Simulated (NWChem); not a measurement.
System: SeO, triplet; SMILES O=[Se]

Here is an NWChem input.

```
start job
memory heap 200 mb stack 900 mb global 1100 mb
geometry units angstroms noautosym nocenter noautoz
  O      0.000000     0.000000    -1.317428
  Se     0.000000     0.000000     0.324451
end
basis spherical
  O library 6-31g*
  Se library 6-31g*
end
dft
  odft
  mult 3
  xc xpbe96 cpbe96
  iterations 150
end
property
  efieldgrad
end
task dft property
```

Geometry: optimised at PBE0/def2-SVP, spin-unrestricted. No stability test was run on the SCF state.

Vzz is the largest principal value of the second derivative of the potential at the nucleus (NWChem prints the opposite sign); η is the asymmetry. Non-relativistic.

Atoms are numbered as in the input.

Predict the main results of this run. (PBE/6-31G* (spherical d), spin-unrestricted.) Quantities: Vzz O1 (a.u.); η O1; Vzz Se2 (a.u.); η Se2.


| Item | Result |
|---|---|
| Vzz O1 (a.u.) | 0.799 |
| η O1 | 0.00 |
| Vzz Se2 (a.u.) | 2.798 |
| η Se2 | 0.00 |
